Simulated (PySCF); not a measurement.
Electron correlation in Ca (calcium, neutral)

[Ar] 4s2, closed-shell 1S. All numbers are calculated (PySCF 2.14, the non-relativistic Hamiltonian (point nucleus), in pcseg-2). Frozen: [Ar]; 2 electrons correlated.

Total MP2 correlation energy: -18.34 mhartree.

Same-spin part 0.00 and opposite-spin part -18.34 mhartree; SCS-MP2 scales them by 1/3 and 6/5 to -22.01 mhartree.

With two correlated electrons CCSD is exact within the correlated space (frozen core and kept virtual orbitals).

```csv
level,correlation energy (mhartree)
CCSD,-27.76
```

Diagnostics: T1 = 0.0091, D1 = 0.0129, largest double amplitude 0.162.

Problem. Is a single reference adequate?

Solution. Not fully. A double-excitation amplitude exceeds 0.15, a sign of near-degeneracy.
